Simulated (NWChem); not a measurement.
# C₃H₆OSi; SMILES C1[SiH2]CC1=O

```xyz
11

O      0.5070    -2.0954     0.0000
C      0.0335    -0.9835     0.0000
C     -0.2119    -0.0561    -1.2078
Si     0.1389     1.3898     0.0000
C     -0.2119    -0.0561     1.2078
H      0.3847    -0.2928    -2.0909
H     -1.2757    -0.0594    -1.4834
H     -0.8085     2.5340     0.0000
H      1.5416     1.8749     0.0000
H     -1.2757    -0.0594     1.4834
H      0.3847    -0.2928     2.0909
```
Atoms are numbered in this order, from 1.

Computed with NWChem. Coordinates come from a B3LYP/6-31G* (spherical d) optimisation. Level: M05-2X/def2-SVP with SMD (1 M gas to 1 M solution), gas-phase geometry. Reactions with the solvent are ignored.

```
solvent      dielectric constant  solvation free energy (kcal/mol)  cavity-dispersion-structure term (kcal/mol)  dipole in solution (D)
-----------  -------------------  --------------------------------  -------------------------------------------  ----------------------
water                       78.4                              -3.5                                          3.9                    4.22
cyclohexane                 2.02                              -3.7                                         -1.6                    3.32
benzene                     2.27                              -4.6                                         -2.2                    3.36
1,4-dioxane                 2.21                              -3.6                                         -1.3                    3.35
```
